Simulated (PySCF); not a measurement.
## Iron: a sound run and one with changed settings

Sound run: Fe [Ar] 3d6 4s2, Fe⁺ [Ar] 3d6 4s1. Computed with PySCF 2.14 in x2c-TZVPall (6s5p4d1f, 48 functions), with scalar relativity by spin-free X2C-1e. The sound run starts from symmetry-adapted Hartree-Fock orbitals and uses a fine grid where one is needed.

Changed run: 6 angular points. This setting is unsound on purpose.

```json
{"species": "Fe", "method": "UHF", "sound run (hartree)": "-1271.33647", "changed run (hartree)": "-1271.33647", "converged": "yes"}
{"species": "Fe", "method": "M06-L", "sound run (hartree)": "-1272.53270", "changed run (hartree)": "-1275.17320", "converged": "no"}
{"species": "Fe", "method": "r2SCAN", "sound run (hartree)": "-1272.57361", "changed run (hartree)": "-1276.65033", "converged": "no"}
{"species": "Fe⁺", "method": "UHF", "sound run (hartree)": "-1271.09989", "changed run (hartree)": "-1271.09989", "converged": "yes"}
{"species": "Fe⁺", "method": "M06-L", "sound run (hartree)": "-1272.23657", "changed run (hartree)": "-1276.45154", "converged": "no"}
{"species": "Fe⁺", "method": "r2SCAN", "sound run (hartree)": "-1272.28903", "changed run (hartree)": "-1276.30518", "converged": "no"}
```

Ionisation energy of Fe:

| method | sound run (eV) | changed run (eV) |
| --- | --- | --- |
| UHF | 6.438 | 6.438 |

A coarse angular grid integrates products of high-l functions wrongly, so density functionals can shift, and the SCF can exploit the error; Hartree-Fock and MP2 need no grid.

For comparison, NIST gives 7.902 eV between the lowest levels.
